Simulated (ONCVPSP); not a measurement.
**Which setting gave this result? (B, ONCV)**

Base potential:

B (Z = 5), optimised norm-conserving Vanderbilt (ONCV), made with ONCVPSP 4.0.1 (BLYP, scalar-relativistic). Core [He], reference 2s2 2p1. Waves: 2s: rc 1.20 bohr, ncon 4, nbas 9, qcut 4.4 1/bohr, 2 projectors, debl 3.9 Ha; 2p: rc 3.35 bohr, ncon 5, nbas 9, qcut 4.9 1/bohr, 2 projectors, debl 2.9 Ha. Local part: polynomial inside 1.05 bohr (lpopt 5, dvloc0 3 Ha). Core correction: none.

Cutoffs, loose and tight: the cutoffs (Ha) at which the residual kinetic energy of the hardest occupied pseudo-wave falls to 1 and 0.1 mHa per electron. They do not see the model core or the augmentation charge, which bear on the density cutoff. Test errors are all-electron minus pseudo excitation energies from the reference, over the configurations 2s2 2p0; 2s1 2p0; 2s2 2p0.5; 2s1 2p2; variants that change the core or the reference have their own tests.

Only the p radius is moved (2 further runs of the sweep failed or gave no value and are left out):

| p radius (bohr) | cutoff, loose | cutoff, tight | bound ghosts | largest test error (meV) | median size of the test errors |
| --- | --- | --- | --- | --- | --- |
| 2.34 | 12 Ha | 89 Ha | none | +176 | 23.7 meV |
| 2.54 | 12 Ha | 89 Ha | none | +197 | 27.8 meV |
| 2.82 | 12 Ha | 89 Ha | none | +232 | 34.9 meV |
| 3.2 | 12 Ha | 89 Ha | none | +291 | 47.9 meV |
| 3.44 | 12 Ha | 89 Ha | none | +343 | 59.3 meV |
| 3.98 | 12 Ha | 89 Ha | none | +479 | 93.2 meV |
| 4.66 | 12 Ha | 89 Ha | none | +637 | 131.8 meV |

Problem. One more run gave cutoff, loose: 12 Ha; cutoff, tight: 89 Ha; bound ghosts: none; largest test error (meV): +427; median size of the test errors: 78.5 meV. Which value of the p radius was used?

Solution. 3.8 bohr. The median size of the test errors moves one way along this sweep, from 23.7 meV at 2.34 to 131.8 meV at 4.66 bohr, which places the run between 3.44 and 3.98 bohr.
